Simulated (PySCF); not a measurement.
Hf(F)3(OH)(OH2) (F3H3HfO2), SMILES [OH][Hf](<-[OH2])([F])([F])[F], multiplicity 1.

Geometry optimised at B3LYP-D3(BJ)/def2-SVP. The spin state was assumed, not searched. The def2 effective core potentials stand for the cores of Hf; spin–orbit coupling is left out. One conformer was computed; it need not be the lowest.

These are PySCF with B3LYP-D3(BJ)/def2-SVP values and carry that method's errors.

Frequencies are harmonic and unscaled.

```csv
mode,ν (cm⁻¹),IR (km/mol),Raman (Å⁴/amu),depolarisation,moving atoms (share of kinetic energy)
1,81,0.9,1.0,0.75,"O 46 %, F 31 %, H 22 %"
2,90,9.6,0.2,0.74,"O 53 %, F 36 %, H 10 %"
3,146,0.6,0.5,0.75,"F 57 %, H 17 %, Hf 15 %, O 11 %"
4,148,12.3,0.5,0.75,"F 60 %, Hf 15 %, H 15 %, O 10 %"
5,184,11.5,1.4,0.75,"F 46 %, H 27 %, O 26 %"
6,192,6.9,1.9,0.75,"F 59 %, O 25 %, H 10 %"
7,203,105.3,0.8,0.75,"F 70 %, Hf 13 %, H 11 %"
8,241,35.4,1.8,0.75,"H 86 %, F 13 %"
9,289,1.4,0.0,–,"O 79 %, H 13 %"
10,318,172.3,1.3,0.75,"H 68 %, O 27 %"
11,319,143.3,1.8,0.75,"H 73 %, O 23 %"
12,382,278.0,0.6,0.75,"H 68 %, O 23 %, F 9 %"
13,524,1.8,2.3,0.75,"H 71 %, O 17 %, F 12 %"
14,623,66.0,2.8,0.01,F 92 %
15,630,179.1,0.2,0.75,"F 77 %, Hf 15 %"
16,647,143.0,1.2,0.04,"F 87 %, Hf 12 %"
17,715,124.9,9.5,0.05,O 83 %
18,1587,94.7,4.0,0.66,H 92 %
19,3778,79.2,67.6,0.08,H 96 %
20,3875,145.2,28.2,0.75,H 93 %
21,3992,258.5,168.4,0.31,H 94 %
```
